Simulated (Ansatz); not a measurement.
One geometry of the cluster Ta2O5⁺, several levels of theory.

```yaml
crystal:
  periodic: [false, false, false]
  atoms:
    - {symbol: Ta, position_ang: [0.752922, -0.296356, -0.715458]}
    - {symbol: Ta, position_ang: [-0.951548, 0.995235, 1.336783]}
    - {symbol: O, position_ang: [-0.720981, 1.072704, -0.525770]}
    - {symbol: O, position_ang: [2.303008, 0.330773, -1.327864]}
    - {symbol: O, position_ang: [0.415010, -1.859246, -1.572964]}
    - {symbol: O, position_ang: [0.502112, -0.193097, 1.286759]}
    - {symbol: O, position_ang: [-2.300513, -0.050013, 1.518523]}
basis:
  gaussian: {orbitals: def2-TZVP, initial_orbitals: start.molden}
total_charge: 1
magnetization: {spin_polarized: true, initial_magnetization: 1}
hamiltonian: {xc: pbe, dispersion: d4}
scf: {omitted_lower_state_checks: [starts]}
output: {forces: true, orbitals: {seedname: orbitals}}
```

The file start.molden holds the orbitals of an earlier run on this structure, at another level or in another basis.

```sh
$ ansatz run in.yaml --threads 4 --pin off --events-out ev --progress --plain --max-ram 4787MiB
```

Output, abridged:

```
Functional definition: PBE
1429 factors; their error is unknown
mean field evaluation 1: about -13333.7805 eV, gradient 9.1e0 eV
mean field evaluation 2: about -13334.0989 eV, gradient 3.6e-1 eV
mean field evaluation 4: about -13334.0885 eV, gradient 1.0e-1 eV
mean field evaluation 8: about -13334.0885 eV, gradient 1.9e-5 eV
mean field -13334.08851257 eV, -490.0187146671 hartree, gradient 1.9e-5 eV, S^2 0.763607; 0 other end points of the search recorded, 0 dependent functions left out
reference -13334.08856339 eV, -490.0187165346 hartree; 33, 32 occupied and 202, 203 virtual orbitals, 1429 factors
Total energy: -13334.28809801 eV, -490.0260492967 hartree
Atom 0 at     0.752922    -0.296356    -0.715458 Å, force    -0.098692     0.133248     0.159728 eV/Å
Atom 1 at    -0.951548     0.995235     1.336783 Å, force     0.129014    -0.360266    -0.338947 eV/Å
Atom 2 at    -0.720981     1.072704    -0.525770 Å, force     0.017146     0.003292     0.030782 eV/Å
Atom 3 at     2.303008     0.330773    -1.327864 Å, force    -0.086823    -0.035173     0.038692 eV/Å
Atom 4 at     0.415010    -1.859246    -1.572964 Å, force     0.005601     0.098606     0.060446 eV/Å
Atom 5 at     0.502112    -0.193097     1.286759 Å, force    -0.001360     0.036928    -0.010441 eV/Å
Atom 6 at    -2.300513    -0.050013     1.518523 Å, force     0.035114     0.123367     0.059740 eV/Å
Dipole moment:    -0.206775     1.102900     0.908808 e Å
Checks for a lower state left out: starts
```

Run time 7 s (4 threads of Arm Neoverse V1 on a shared host).

The first input with `hamiltonian: {xc: {name: BLYP}, dispersion: d4}`, `output: {orbitals: {seedname: orbitals}}` (abridged; 6.5 s):

```
Functional definition: BLYP
mean field -13341.05559035 eV, -490.2747500530 hartree, gradient 2.2e-5 eV, S^2 0.763372
Total energy: -13341.47240513 eV, -490.2900677136 hartree
Checks for a lower state left out: starts
```

The first input with `gaussian: {orbitals: def2-SVP, initial_orbitals: start.molden}`, `output: {orbitals: {seedname: orbitals}}` (abridged; 3.7 s):

```
Functional definition: PBE
mean field -13321.08511396 eV, -489.5408485821 hartree, gradient 2.2e-5 eV, S^2 0.763600
Total energy: -13321.28471642 eV, -489.5481838374 hartree
Checks for a lower state left out: starts
```

As the first input, with `gaussian: {orbitals: def2-SVP, initial_orbitals: start.molden}`, `hamiltonian: {xc: pbe0, dispersion: d4}`, `output: {orbitals: {seedname: orbitals}}` (abridged; 6 s):

```
Functional definition: PBE0
mean field -13316.69030382 eV, -489.3793422887 hartree, gradient 9.6e-6 eV, S^2 0.794424
Total energy: -13316.86201841 eV, -489.3856526832 hartree
Checks for a lower state left out: starts
```

As the first input, with `hamiltonian: {xc: pbe0, dispersion: d4}`, `output: {orbitals: {seedname: orbitals}}` (abridged; 13 s):

```
Functional definition: PBE0
mean field -13329.94746637 eV, -489.8665340262 hartree, gradient 1.6e-5 eV, S^2 0.794282
Total energy: -13330.11916739 eV, -489.8728439222 hartree
Checks for a lower state left out: starts
```

As the first input, with `hamiltonian: {xc: r2scan, dispersion: d4}`, `output: {orbitals: {seedname: orbitals}}` (abridged; 14 s):

```
Functional definition: r2SCAN
mean field -13339.12586867 eV, -490.2038340893 hartree, gradient 5.1e-5 eV, S^2 0.779942
Total energy: -13339.17249286 eV, -490.2055474966 hartree
Checks for a lower state left out: starts
```

The first input with `hamiltonian: {xc: {name: wB97X-V}}`, `output: {orbitals: {seedname: orbitals}}` (abridged; 77 s):

```
Functional definition: wB97X-V
mean field -13335.79921013 eV, -490.0815816428 hartree, gradient 2.9e-5 eV, S^2 0.795791
Total energy: -13335.79920767 eV, -490.0815815526 hartree
Checks for a lower state left out: starts
```

Geometry: PBE-D4/def2-SVP.

In the def2 sets Ta takes a core potential; there is no spin–orbit coupling. The structure comes from a short search, and lower isomers may exist.
